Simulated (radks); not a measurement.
Task: The mean radii <r> (bohr) of the occupied orbitals of an atom or ion are listed with their occupations. Calculated with a radial shooting solver on a logarithmic mesh with Libxc functionals: scalar-relativistic Kohn-Sham, BLYP, spin-polarised, spherical densities, finite nucleus; Fermi nuclear charge, rms radius of each element as measured or else 0.836 A^(1/3) + 0.57 fm.

| orbital | occ. | <r> |
|---|---|---|
| 1s up | 1 | 0.01579 |
| 1s down | 1 | 0.01579 |
| 2s up | 1 | 0.06647 |
| 2s down | 1 | 0.06647 |
| 2p up | 3 | 0.06052 |
| 2p down | 3 | 0.06052 |
| 3s up | 1 | 0.1715 |
| 3s down | 1 | 0.1714 |
| 3p up | 3 | 0.1735 |
| 3p down | 3 | 0.1735 |
| 3d up | 5 | 0.1572 |
| 3d down | 5 | 0.1572 |
| 4s up | 1 | 0.3738 |
| 4s down | 1 | 0.3738 |
| 4p up | 3 | 0.3973 |
| 4p down | 3 | 0.3972 |
| 4d up | 5 | 0.4125 |
| 4d down | 5 | 0.4123 |
| 4f up | 7 | 0.4138 |
| 4f down | 6 | 0.4134 |
| 5s up | 1 | 0.7408 |

Name the element and its charge. Open shells, if any, are filled with parallel spins first.

Result: Z = 83, bismuth, charge +23: Bi23+ in [Kr] 4d10 4f13 5s1. The 1s radius gives Z: for a bare nucleus <r> = (2 gamma + 1)/(2Z) with gamma = sqrt(1 - (Z/c)^2), 0.01561 bohr for Z = 83, and screening makes it slightly larger (0.01579 here). The occupations add up to 60, and the charge is Z minus that.
